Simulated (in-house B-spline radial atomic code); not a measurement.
A run on an ion of nuclear charge 59 with 59.7 electrons that did not converge. Method: scalar-relativistic (X2C) PBE0, spin-polarised, spherical fractional occupations, Fermi nucleus of rms radius 4.8919 fm; computed with a B-spline radial code for spherical atoms.

Command:
```bash
python run_scf.py task.json out
```
Settings (nuclear radius in fm, mass in u):
```
Z                59
configuration    [Xe] 4f3.7 6s2
hamiltonian      x2c
method           pbe0
spin_polarised   True
nucleus          fermi
rms_radius       4.8919
atomic_mass      140.90766
speed_of_light   137.035999084
```

First and last ten iterations of the last attempt (damped for 15 steps, keeping 80 % of the old Fock matrix, then DIIS):
```
 iter        energy (Eh)    residual
    1       -9226.224246    4.75e-01
    2       -9224.364991    5.73e-01
    3       -9230.408533    3.58e-01
    4       -9233.461254    2.10e-01
    5       -9234.920931    1.22e-01
    6       -9235.579107    7.65e-02
    7       -9235.859133    4.36e-02
    8       -9235.975321    2.60e-02
    9       -9232.540719    1.57e-01
   10       -9235.478242    8.47e-02
  111       -9232.378813    1.62e-01
  112       -9235.927436    3.47e-02
  113       -9235.911988    3.80e-02
  114       -9231.596971    1.61e-01
  115       -9231.606102    1.60e-01
  116       -9231.600048    1.61e-01
  117       -9231.574923    1.62e-01
  118       -9232.404685    1.60e-01
  119       -9232.442158    1.58e-01
  120       -9231.573900    1.62e-01
 not converged after 120 iterations
```

The smallest residual met was 2.4e-02; the threshold is about 6e-07. No energy from this run should be used. The likely cause: this method binds the added charge weakly or not at all at the basis-set limit, so charge moves back and forth between the atom and the box. Time taken, with all properties: 3.1 s on 1 thread of Intel(R) Xeon(R) 6975P-C, on a shared host.
